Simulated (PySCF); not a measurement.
Polarisability and C₆ of Mn⁺ (manganese, charge +1)

[Ar] 3d5 4s1, high-spin 7S determinant. All numbers are calculated (PySCF 2.14, scalar relativity by spin-free X2C-1e, in x2c-QZVPPall with one added diffuse shell each of s, p, d, f, g type (12s8p6d5f3g, 128 functions)). Coupled (time-dependent) response in atomic units; α is the mean over directions.

```tsv
method	mean α (bohr³)	C₆ (like pair)	S(−4)
r2SCANh	29.64	161.6	657.2
```

S(−4) is the Cauchy moment in α(ω) = α(0) + S(−4) ω² + …

α(iu) at r2SCANh:

```json
{"u (hartree)": "0", "α(iu) (bohr³)": "29.64"}
{"u (hartree)": "0.0500", "α(iu) (bohr³)": "28.10"}
{"u (hartree)": "0.100", "α(iu) (bohr³)": "24.41"}
{"u (hartree)": "0.200", "α(iu) (bohr³)": "16.57"}
{"u (hartree)": "0.300", "α(iu) (bohr³)": "11.42"}
{"u (hartree)": "0.500", "α(iu) (bohr³)": "6.520"}
{"u (hartree)": "0.750", "α(iu) (bohr³)": "4.120"}
{"u (hartree)": "1.00", "α(iu) (bohr³)": "2.988"}
{"u (hartree)": "1.50", "α(iu) (bohr³)": "1.891"}
{"u (hartree)": "2.00", "α(iu) (bohr³)": "1.342"}
{"u (hartree)": "3.00", "α(iu) (bohr³)": "0.7907"}
{"u (hartree)": "5.00", "α(iu) (bohr³)": "0.3729"}
```

A single London oscillator, α(iu) = α/(1 + u²/ω²), gives C₆ = (3/4) ω α². Matching the computed C₆ needs ω = 4 × 161.6 / (3 × 29.64²) = 0.245 hartree.

For an ion, C₆ is the dispersion term alone; charge-induced terms of lower order in 1/R come first.
